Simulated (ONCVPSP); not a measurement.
## Before and after: ONCV potential for Pt

Pt, optimised norm-conserving Vanderbilt (ONCV), made with ONCVPSP 4.0.1 (LDA (Perdew-Wang 92), scalar-relativistic). Core [Kr] 4d10 4f14, reference 5s2 5p6 5d9 6s0.5 (charge +0.5). Waves: 5s+6s: rc 1.85 bohr, ncon 3, nbas 6, qcut 5.8 1/bohr, 2 projectors; 5p: rc 1.25 bohr, ncon 4, nbas 7, qcut 6.9 1/bohr, 2 projectors, debl 3 Ha; 5d: rc 2.25 bohr, ncon 5, nbas 10, qcut 7.6 1/bohr, 1 projector. Local part: polynomial inside 0.80 bohr (lpopt 1, dvloc0 4 Ha). Core correction: Teter function, fcfact 4.75, rcfact 1.3.

All-electron outer shells of the reference configuration (LDA (PZ), scalar-relativistic, ld1.x):

```
shell  level (eV)  outermost node (bohr)  outermost maximum (bohr)
   5s     -106.20                   0.49                      0.87
   4f      -74.49                      –                      0.38
   5p      -60.31                   0.53                      0.98
   5d      -10.35                   0.57                      1.26
   6s       -9.51                   1.14                      2.32
```

Change: p: qcut 4.5.

Cutoffs: the cutoffs (Ha) at which the residual kinetic energy of the hardest occupied pseudo-wave falls to 1 and 0.1 mHa per electron; they do not see the model core or the augmentation charge, which bear on the density cutoff. Errors are all-electron minus pseudo energies relative to the spin-unpolarised reference configuration.

Q: Predict the effect on cutoff, ghosts and configuration errors.

A: The potential gets neither clearly harder nor softer (78 Ha and 96 Ha → 85 Ha and 100 Ha); both files keep a bound ghost (s); the errors of the 4 common tests hardly move.

| quantity | base | changed |
| --- | --- | --- |
| cutoff, loose | 78 Ha | 85 Ha |
| cutoff, tight | 96 Ha | 100 Ha |
| loose cutoff by channel | s 8.5 Ha, p 78 Ha, d 18 Ha | s 8.5 Ha, p 85 Ha, d 18 Ha |
| bound ghosts | s | s |
| GHOST(+) flags under 300 eV | none | none |
| error for 5s2 5p6 5d9 6s1, meV [ΔE -3.86 eV] | +0.6 | +0.6 |
| error for 5s2 5p6 5d9 6s0, meV [ΔE 5.68 eV] | -2.7 | -2.7 |
| error for 5s2 5p6 5d8 6s0, meV [ΔE 25.94 eV] | -2.9 | -2.8 |
| error for 5s2 5p6 5d8 6s1 6p1, meV [ΔE 2.74 eV] | +2.4 | +2.2 |
| s: phases at 1.88 bohr within 0.05 rad from the reference energy up to (Ha; the scan ends near 5) | to the end of the scan | to the end of the scan |
| p: phases at 1.27 bohr within 0.05 rad from the reference energy up to (Ha; the scan ends near 5) | to the end of the scan | to the end of the scan |
| d: phases at 2.28 bohr within 0.05 rad from the reference energy up to (Ha; the scan ends near 5) | 1.4 | 1.4 |
| rms error of d²Exc/dni dnj with the model core, mHa | 1.40 | 1.44 |

 A true bound ghost makes a file unfit for plane-wave use even where its test errors are small: the radial tests pick states by their node count and pass the ghost by.
